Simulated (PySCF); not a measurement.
# How methods differ on the ionisation energy of Sb²⁺

Sb²⁺ [Kr] 4d10 5s2 5p1 (2P) → Sb³⁺ [Kr] 4d10 5s2 (1S), as a difference of total energies. Calculation: PySCF 2.14, in aug-cc-pwCVTZ-PP with ECP28MDF (8s7p6d4f1g, 96 functions); scalar relativity through the core potential. Correlated levels: valence: 4s2 4p6 4d10 frozen. The calculations carry no spin-orbit coupling.

| method | ionisation energy (eV) | difference from reference (eV) |
| --- | --- | --- |
| UHF | 24.154 | -1.169 |
| MP2 (valence) | 24.387 | -0.936 |
| SCS-MP2 (valence) | 24.379 | -0.944 |
| CCSD (valence) | 24.456 | -0.867 |
| CCSD(T) (valence) | 24.474 | -0.849 |

Reference: 25.323 eV (measured; NIST Atomic Spectra Database, ionization energies).

The reference lies between the lowest fine-structure levels, while these numbers refer to the centres of the terms.

Errors of the correlated levels include the incompleteness of this basis and the frozen core.
